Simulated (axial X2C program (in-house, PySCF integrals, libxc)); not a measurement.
# SrN⁻ at several levels of theory

Calculated with an in-house relativistic program for diatomic molecules. Spin-free means the one-electron spin-free X2C Hamiltonian; two-component (2c) means X2C with spin–orbit coupling and atomic mean-field two-electron Coulomb and Gaunt terms, so the difference of the two also holds small scalar two-electron terms. Basis: Sr dyall-acv3z [14s13p9d6f1g], N dyall-av3z [7s7p3d2f] (cores contracted in-house); Gaussian nuclei, density fitting, unrestricted open shells. Masses: Sr 87.906 u, N 14.003 u.

Input:
```json
{"zs": [38, 7], "q": -1, "bas": ["dyall-acv3z", "dyall-av3z"], "levels": ["PBE0", "HF", "r2SCAN"], "cc": true, "r0": 2.17, "thr": -1.0, "nmax": 90, "npts": 10, "nst": 2, "ntry": 6}
```
```bash
python so2c.py task.json out
```

Keys: zs atomic numbers; q charge; bas basis sets; levels methods; cc coupled cluster on or off; r0 starting distance in Å; thr threshold in hartree for freezing inner shells (an s shell follows its p shell); nmax most natural virtual spinors; npts points on the curve; nst determinants followed; ntry starts of the search. HF also brings MP2.

State, spin-free: M_S = 1, Λ = 0 (beyond evenly filled blocks: π+α, π-α); electrons by block: σα: 12, σβ: 12, π+α: 5, π+β: 4, π-α: 5, π-β: 4, δ+α: 1, δ+β: 1, δ-α: 1, δ-β: 1. Fragments: Sr- + N.

State, 2c: Ω = 1 (⟨Sz⟩ = 1.00, ⟨Lz⟩ = 0.00 at HF); electrons by block: 1/2: 16, -1/2: 17, 3/2: 6, -3/2: 5, 5/2: 1, -5/2: 1. Fragments: Sr- + N.

```
Hamiltonian    level  Re (Å)  ωe (cm⁻¹)  Be (cm⁻¹)  αe (cm⁻¹)  μ (D)
  spin-free     PBE0   2.435      363.2     0.2354    0.00209   0.57
  spin-free       HF   2.496      352.8      0.224    0.00193   1.44
  spin-free      MP2   2.517      342.7     0.2203    0.00183    n/a
  spin-free     CCSD   2.522      338.1     0.2194     0.0019    n/a
  spin-free  CCSD(T)   2.526      334.3     0.2187    0.00191    n/a
  spin-free   r2SCAN   2.436      365.0     0.2353    0.00203   0.74
         2c       HF   2.496      352.7      0.224    0.00193   1.44
         2c      MP2   2.517      342.7     0.2203    0.00183    n/a
         2c     CCSD   2.522      337.8     0.2195     0.0019    n/a
         2c  CCSD(T)   2.526      334.0     0.2187    0.00191    n/a
```

Correlated methods: 8 electrons correlated (number of frozen shells: Sr 4 s, 3 p, 1 d; N 1 s), 294 virtual spin orbitals or spinors in MP2, 90 natural virtuals in coupled cluster.

Dipoles are positive if N is the positive end and refer to the centre of mass.

One determinant describes the state; a PBE0 search over occupations chose it and may have missed a lower one. De is not given where an atomic determinant may have missed its ground term or J level, or where the truncated virtual space spoils (T). Coupled cluster ran in a truncated set of natural virtual spinors; the MP2 energy of the rest was added. (T) has no such correction and the atoms are truncated less, which lowers De at CCSD(T) by a hundredth of an eV or more. PBE0 can misorder states that lie within some tenths of an eV, so this need not be the ground state of the molecule. The nearest other spin-free determinant of the search, M_S = 1, Λ = 1, lies 0.18 eV up at the distance of the search. With several unpaired electrons one determinant need not be a pure state. The outer-core s and p shells of the metal are frozen in the correlated rows, which leaves out core–valence correlation; for alkali and alkaline-earth bonds that tends to lengthen them. Open-shell Ω = 0 determinants with evenly filled partner blocks cannot be reached by this program, so the Ω shown need not be the lowest component. This is the Ω = 1 component of a π² triplet; the 0⁺ component is not one determinant and can lie lowest. The highest occupied level of some functionals is positive through self-interaction error; at Hartree–Fock it is bound. With the outer-core shells frozen, correlated bond lengths of heavy atoms tend to come out a few hundredths of an ångström too long.

No reliable constants came from PBE0 (2c), r2SCAN (2c): no minimum in range, unconverged points, a curve that is not smooth, a change of character along it, or the two Hamiltonians disagreeing along it.

Rough cost a point (2c) on 1 thread(s) of a shared host, integrals apart: HF 0.9 s, CCSD(T) 4 s.
